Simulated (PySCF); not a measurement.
C2H3BF2O, SMILES OB(F)/C=C/F. Atoms are numbered in the order given.

```xyz
9

O     -0.7666     2.2055     0.0000
B     -0.0166     1.0829     0.0000
F      1.3059     1.2596     0.0000
C     -0.5866    -0.3606     0.0000
C      0.2469    -1.4030     0.0000
F     -0.1629    -2.6601     0.0000
H     -1.7113     2.0287     0.0000
H     -1.6599    -0.5802     0.0000
H      1.3393    -1.3213     0.0000
```

Geometry optimised at PBE0-D3(BJ)/def2-SVP. The structure was generated by enumeration; whether it is a known compound was not checked. The values are those of a single conformer.

The numbers are results of r2SCAN/def2-TZVP (PySCF), not measurements.

Symmetry labels are those of the subgroup Cs that the program uses (full group Cs).

Computed valence orbital energies around the gap with their symmetry:
```csv
orbital,symmetry,energy (eV)
HOMO−7,A",-12.22
HOMO−6,A",-11.33
HOMO−5,A',-11.11
HOMO−4,A',-10.12
HOMO−3,A',-9.56
HOMO−2,A",-9.10
HOMO−1,A',-8.73
HOMO,A",-7.15
LUMO,A",-1.76
LUMO+1,A',0.64
LUMO+2,A',1.68
LUMO+3,A",1.88
```
